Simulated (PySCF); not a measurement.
Steps of a relaxation of [Bi(OH)4]−

[Bi(OH)4]− (singlet). PySCF 2.14.0, RKS PBE0, Bi def2-SVP with ECP60, O def2-SVP, H def2-SVP; non-relativistic Hamiltonian with scalar-relativistic core potentials where named; density fitting; no spin-orbit coupling. Origin of the start: displaced along the imaginary mode. Columns: position (Å) and force (eV/Å). Energies are counted from the last step; some of the 31 steps are shown. Forces carry noise of the integration grid, about 0.01 to 0.03 eV/Å.

Run from Python with OMP_NUM_THREADS=2. Where DIIS fails, smearing, a level shift and second-order steps follow.
It took 110 s on 2 threads of Arm Neoverse V1, on a shared host, from the converged density of the start.

```xyz
9
step 0  E = 1.300 eV
Bi    0.0000    0.0000    0.0363     0.00    0.00    0.24
O     1.1898    1.6737    1.0295     0.16   -0.10   -0.13
H     2.1189    1.3929    1.0543    -0.20    0.06   -0.03
O    -1.1898   -1.6737    1.0295    -0.16    0.10   -0.13
H    -2.1189   -1.3929    1.0543     0.20   -0.06   -0.03
O     1.4719   -1.0664   -1.2447    -0.21   -0.11    0.00
H     1.0869   -1.9442   -1.4003     0.07    0.21    0.04
O    -1.4719    1.0664   -1.2447     0.21    0.11    0.00
H    -1.0869    1.9442   -1.4003    -0.07   -0.21    0.04
```

```xyz
9
step 10  E = 0.285 eV
Bi    0.0000    0.0000    0.7120     0.00    0.00    0.44
O     1.1661    1.8935    0.2688     0.55   -0.21    0.08
H     2.1160    1.6967    0.1579    -0.63    0.04   -0.10
O    -1.1661   -1.8935    0.2688    -0.55    0.21    0.08
H    -2.1160   -1.6967    0.1579     0.63   -0.04   -0.10
O     1.2594   -1.1004   -0.5695    -0.15   -0.32   -0.26
H     0.5680   -1.7740   -0.7564     0.31    0.23    0.06
O    -1.2594    1.1004   -0.5695     0.15    0.32   -0.26
H    -0.5680    1.7740   -0.7564    -0.31   -0.23    0.06
```

```xyz
9
step 20  E = 0.011 eV
Bi    0.0000    0.0000    0.9365     0.00    0.00    0.04
O     1.2000    1.7451    0.2589     0.08   -0.03    0.03
H     1.7946    1.2705   -0.3403    -0.07    0.06   -0.04
O    -1.2000   -1.7451    0.2589    -0.08    0.03    0.03
H    -1.7946   -1.2705   -0.3403     0.07   -0.06   -0.04
O     1.3849   -1.0114   -0.3354    -0.05   -0.17   -0.05
H     0.7630   -1.7173   -0.5947     0.09    0.15    0.04
O    -1.3849    1.0114   -0.3354     0.05    0.17   -0.05
H    -0.7630    1.7173   -0.5947    -0.09   -0.15    0.04
```

Task: Where does the relaxation end?

Result: It converges at step 30 in C2:
```xyz
9
step 30  E = 0
Bi    0.0000    0.0000    0.9494
O     1.2170    1.7413    0.2848
H     1.7397    1.3005   -0.3998
O    -1.2170   -1.7413    0.2848
H    -1.7397   -1.3005   -0.3998
O     1.3695   -1.0266   -0.3317
H     0.7377   -1.7261   -0.5712
O    -1.3695    1.0266   -0.3317
H    -0.7377    1.7261   -0.5712
```

Task: How did the contacts change?

Result: 
```json
{"contact": "Bi1–O2 (OH)", "start (Å)": "2.281", "end (Å)": "2.226"}
{"contact": "Bi1–O4 (OH)", "start (Å)": "2.281", "end (Å)": "2.226"}
{"contact": "Bi1–O6 (OH)", "start (Å)": "2.224", "end (Å)": "2.138"}
{"contact": "Bi1–O8 (OH)", "start (Å)": "2.224", "end (Å)": "2.138"}
```
